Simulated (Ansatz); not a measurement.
Molecule: SiN$_{2}$H$_{5}$ (charge 0, doublet). SMILES: N[SiH]N
Geometry: optimised at B3LYP-D3(BJ)/def2-TZVP (Ansatz, a first-principles code).

Property: atomisation energy, in kcal/mol. Set-up: 6-31G* and kin with 6d, 5d where marked; frozen cores in correlated levels; atomisation electronic, to ground-state atoms; UHF or UKS for open shells; non-relativistic; no spin-orbit coupling; no dispersion term unless named; LANL2DZ with its own core potentials from Na on. CBS marks a two-point X^-3 extrapolation of the correlation energy; Hartree-Fock from the larger set. Ab initio and DFT rows: single points at B3LYP-D3(BJ) geometries (Ansatz).

Coupled cluster (Ansatz) is a level with limits of its own, used here on species with T1 under 0.025 (0.045 for open shells) and stable references: CCSD(T)/CBS(aug-cc-pV(T+d)Z,aug-cc-pV(Q+d)Z).

Value to compare with, CCSD(T)/CBS(aug-cc-pV(T+d)Z,aug-cc-pV(Q+d)Z) (Ansatz): 619.5 kcal/mol.

| level | program | atomisation energy (kcal/mol) | difference |
|---|---|---|---|
| HF/STO-3G | Ansatz | 448.8 | -170.7 |
| HF/LANL2DZ | Ansatz | 364.2 | -255.3 |
| HF/6-31G* | Ansatz | 395.9 | -223.6 |
| PBE/3-21G | Ansatz | 589.7 | -29.8 |
| PBE/6-31G* | Ansatz | 608.3 | -11.2 |
| BLYP/6-31G* | Ansatz | 598.7 | -20.8 |
| B3LYP/3-21G | Ansatz | 575.1 | -44.4 |
| B3LYP/6-31G* | Ansatz | 598.4 | -21.1 |
| B3LYP/def2-SVP | Ansatz | 608.4 | -11.1 |
| MP2/STO-3G | Ansatz | 516.1 | -103.4 |
| wB97M-V/def2-TZVPD | Ansatz | 620.7 | 1.2 |
| B2PLYP-D3(BJ)/def2-TZVPD | Ansatz + dftd3 | 613.8 | -5.7 |

Among the 10 habitual levels, HF/LANL2DZ lies farthest from CCSD(T)/CBS(aug-cc-pV(T+d)Z,aug-cc-pV(Q+d)Z) (Ansatz) (-255.3 kcal/mol); 0 of 10 lie above it, and their mean absolute difference is 89.1 kcal/mol, the median 37.1. One case shows no general order.

The levels are drawn from those run, B3LYP/6-31G* more often than the rest, none by its result; left out are runs that failed, that the program found above a lower state of the same kind, or whose <S^2> lies over 0.5 above the pure value.
